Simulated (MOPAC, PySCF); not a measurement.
C5H11F3Si, SMILES `C[C@@H](CC[SiH3])C(F)(F)F` (C–C–C–C torsion -64°, C–C–C–Si torsion -177°), neutral singlet in the gas phase. 

Cartesian coordinates (Å):
```xyz
20

C     -1.5257     1.1140    -0.8903
C     -1.1754    -0.1998    -0.1880
C      0.2373    -0.2110     0.4242
C      1.3656    -0.1042    -0.6084
Si     3.1004    -0.2091     0.1430
C     -2.2115    -0.5223     0.8780
F     -1.9736    -1.7131     1.4604
F     -2.2279     0.4026     1.8583
F     -3.4550    -0.5779     0.3651
H     -0.8347     1.3035    -1.7230
H     -1.4586     1.9594    -0.1878
H     -2.5464     1.0861    -1.2968
H     -1.2494    -1.0291    -0.9129
H      0.3096     0.6147     1.1526
H      0.3557    -1.1413     1.0027
H      1.3020     0.8453    -1.1664
H      1.2704    -0.9074    -1.3611
H      4.1336    -0.0916    -0.9276
H      3.2820    -1.5127     0.8483
H      3.3016     0.8938     1.1295
```
Charge 0, spin multiplicity 1.

All levels are single points at this geometry (B3LYP-D3(BJ)/def2-SVP); Pople sets use spherical d functions. Orbital energies aren't observables, and empty levels follow the basis.

| level | HOMO (eV) | LUMO (eV) | gap (eV) | dipole (D) | vertical IE, Delta-SCF (eV) |
|---|---|---|---|---|---|
| M06-2X/def2-TZVP in PySCF | -9.95 | 1.11 | 11.06 | 2.37 | 10.89 |
| PBE-D3(BJ)/def2-TZVP in PySCF | -7.50 | -0.32 | 7.18 | 2.07 | – |
| B3LYP/3-21G in PySCF | -8.47 | 1.27 | 9.74 | 2.04 | – |
| B3LYP/6-31G* in PySCF | -8.37 | 0.91 | 9.28 | 1.95 | 10.45 |
| M06-2X/6-31G* in PySCF | -9.81 | 1.79 | 11.60 | 2.11 | – |
| HF/3-21G in PySCF | -11.90 | 4.56 | 16.47 | 2.72 | – |
| HF/6-31G* in PySCF | -11.88 | 4.13 | 16.01 | 2.39 | 10.32 |
| PM3 in MOPAC | -11.18 | 0.36 | 11.54 | 2.27 | – |
| PM7 in MOPAC | -11.31 | 1.42 | 12.73 | 2.68 | – |
